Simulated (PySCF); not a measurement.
`[SiH3]C=C=C[SiH3]`, C3H8Si2

Molfile (atoms numbered from 1):
```
C3H8Si2
     RDKit          3D

 13 12  0  0  0  0  0  0  0  0999 V2000
    2.5423    0.1045    0.4348 Si  0  0  0  0  0  4  0  0  0  0  0  0
    1.2020   -0.1902   -0.8555 C   0  0  0  0  0  0  0  0  0  0  0  0
   -0.0085   -0.5476   -0.5571 C   0  0  0  0  0  0  0  0  0  0  0  0
   -1.2185   -0.8343   -0.1891 C   0  0  0  0  0  0  0  0  0  0  0  0
   -2.5331    0.4687    0.1507 Si  0  0  0  0  0  4  0  0  0  0  0  0
    3.8029    0.2963   -0.2877 H   0  0  0  0  0  0  0  0  0  0  0  0
    2.2361    1.3030    1.2215 H   0  0  0  0  0  0  0  0  0  0  0  0
    2.6513   -1.0476    1.3330 H   0  0  0  0  0  0  0  0  0  0  0  0
    1.4704   -0.0554   -1.8949 H   0  0  0  0  0  0  0  0  0  0  0  0
   -1.5142   -1.8711   -0.0943 H   0  0  0  0  0  0  0  0  0  0  0  0
   -3.5114    0.4697   -0.9437 H   0  0  0  0  0  0  0  0  0  0  0  0
   -1.9083    1.7861    0.2640 H   0  0  0  0  0  0  0  0  0  0  0  0
   -3.2154    0.1183    1.4007 H   0  0  0  0  0  0  0  0  0  0  0  0
  1  2  1  0
  2  3  2  0
  3  4  2  0
  4  5  1  0
  1  6  1  0
  1  7  1  0
  1  8  1  0
  2  9  1  0
  4 10  1  0
  5 11  1  0
  5 12  1  0
  5 13  1  0
M  END
```

Level of theory: PySCF, TDDFT CAM-B3LYP/def2-SVPD circular dichroism and optical rotation, one conformer, gas phase. Geometry: GFN2-xTB.

No stereocentre is labelled: unless the shape is locked (an allene, a helicene, a hindered biaryl), the mirror image is equally populated and a measured rotation or CD is zero.

Question: Draw the ECD and absorption spectra from the lowest 16 states, each a Gaussian of half-width 0.25 eV at 1/e height.

Answer: 
```csv
E (eV),λ (nm),Δε (L mol⁻¹ cm⁻¹),ε (L mol⁻¹ cm⁻¹)
5.09,244,-0.03,1.66
5.24,237,-0.22,12.8
5.39,230,-0.81,47.9
5.54,224,-1.40,87.5
5.69,218,-1.10,78.1
5.84,212,-0.33,38.5
5.99,207,+0.12,69.2
6.14,202,+0.89,407
6.29,197,+2.97,1310
6.44,193,+6.63,2290
6.59,188,+16.87,4550
6.74,184,+44.80,18600
6.89,180,+82.34,55700
7.04,176,+92.98,85600
7.19,173,+60.16,64900
7.34,169,+20.60,24000
7.49,166,+2.57,4500
7.64,162,-3.35,1230
7.79,159,-6.94,2490
7.94,156,-8.93,4600
8.09,153,-5.90,6740
8.24,151,-1.07,8500
```
Δε uses R in velocity form, ε uses f in length form. Only the states computed contribute, so the short-wavelength end is incomplete.
